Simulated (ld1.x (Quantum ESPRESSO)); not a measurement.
# What one change does to a pseudopotential (Ti (Z = 22), TM)

```json
{"Element": "titanium", "Generator": "ld1.x (Quantum ESPRESSO) 7.5", "Type": "norm-conserving Troullier–Martins (Kleinman–Bylander form)", "Functional": "PBE", "Relativity": "scalar-relativistic", "Frozen core": "[Ar]", "Valence charge": "4", "Reference configuration": "3d2 4s1 4p0 (charge +1)", "Partial waves": "4p (bound, empty): rc 2.75 bohr; 3d (bound): rc 2.45 bohr; 4s (bound): rc 2.20 bohr", "Local potential": "the s channel", "Core correction": "a·sin(br)/r model core inside 1.35 bohr"}
```

Change: reference 3d3 4s1 4p0.

Cutoffs: the cutoffs (Ry, on a coarse ladder) from which the occupation-weighted sum of valence levels, in a spherical-Bessel basis at the reference potential, stays within 10 and 1 mRy of its value at 400 Ry; they do not see the model core or the augmentation charge, which bear on the density cutoff. Errors are all-electron minus pseudo energies relative to the spin-unpolarised reference configuration.

Task: What does the change do?

Result: The potential gets neither clearly harder nor softer (40 Ry and 50 Ry → 40 Ry and 50 Ry); the d channel sets the loose cutoff, while the largest relative change is in s, which becomes softer; the number of tests with a reliable result goes from 7 to 6; neither file shows a bound ghost.

| quantity | base | changed |
| --- | --- | --- |
| cutoff, loose | 40 Ry | 40 Ry |
| cutoff, tight | 50 Ry | 50 Ry |
| loose cutoff by channel (10 mRy a level) | d 40 Ry, s 10 Ry | d 35 Ry, s 8 Ry |
| bound ghosts | none | none |
| tests with a reliable result | 7 of 7 | 6 of 7 |
| s: phases at 3.01 bohr within 0.05 rad from the reference energy up to (Ry; the scan ends near 5) | 0.9 | 1.2 |
| p: phases at 3.01 bohr within 0.05 rad from the reference energy up to (Ry; the scan ends near 5) | 3.3 | 3.7 |
| d: phases at 3.01 bohr within 0.05 rad from the reference energy up to (Ry; the scan ends near 5) | -0.1 | 0.5 |
